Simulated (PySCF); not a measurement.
Two species compared at the same levels of theory.

First species: C5H12P2Si.
Numbering: `[CH3:1][C:2]1=[C:3]([SiH3:4])[CH2:5][P:6]([PH2:7])[CH2:8]1` (hydrogens: H9, H10, H11 on C1; H12, H13, H14 on Si4; H15, H16 on C5; H17, H18 on P7; H19, H20 on C8)

Geometry (GFN2-xTB, Å), atoms numbered from 1 in this order:
```
atom  x, y, z in Å
C1    -1.601   -1.221   -0.999
C2    -0.465   -0.722   -0.172
C3    -0.439    0.398    0.549
Si4   -1.830    1.653    0.714
C5     0.837    0.629    1.313
P6     2.122   -0.502    0.574
P7     2.444    0.661   -1.237
C8     0.772   -1.582   -0.118
H9    -1.899   -2.216   -0.666
H10   -2.457   -0.555   -0.933
H11   -1.295   -1.299   -2.043
H12   -3.020    1.009    1.280
H13   -1.384    2.716    1.617
H14   -2.150    2.222   -0.597
H15    1.173    1.669    1.265
H16    0.701    0.379    2.372
H17    3.440    1.433   -0.640
H18    3.381   -0.246   -1.731
H19    1.051   -1.976   -1.100
H20    0.614   -2.439    0.547
```

Second species: C₆H₁₀F₃P.
SMILES: `FC(F)(F)CCPC1CC1`

Levels: PBE0/pcSseg-1 for HOMO energy, LUMO energy and HOMO–LUMO gap. Geometries: GFN2-xTB. All species are isolated and taken at one optimised geometry, non-relativistic unless stated; the electronic structure was computed with PySCF and density fitting.

The conformers computed, where there is a choice (atom-mapped SMILES and torsion angles):
- `[F:1][C:2]([F:3])([F:4])[CH2:5][CH2:6][PH:7][CH:8]1[CH2:9][CH2:10]1`: F1–C2–C5–C6 -50°, C2–C5–C6–P7 -50°, C5–C6–P7–C8 -69°, C6–P7–C8–C9 -64°

The conformers of `CC1=C([SiH3])CP(P)C1` aren't listed.

Values for the first species:

```
HOMO energy   : -6.36 eV
LUMO energy   : -0.28 eV
HOMO–LUMO gap : 6.08 eV
```

(1) Estimate the same properties for the second species, and the change in each.

Results:

(1) 
| property | first | second | second less first |
| --- | --- | --- | --- |
| HOMO energy | -6.36 eV | -6.80 eV | -0.44 eV |
| LUMO energy | -0.28 eV | 0.78 eV | +1.06 eV |
| HOMO–LUMO gap | 6.08 eV | 7.58 eV | +1.50 eV |

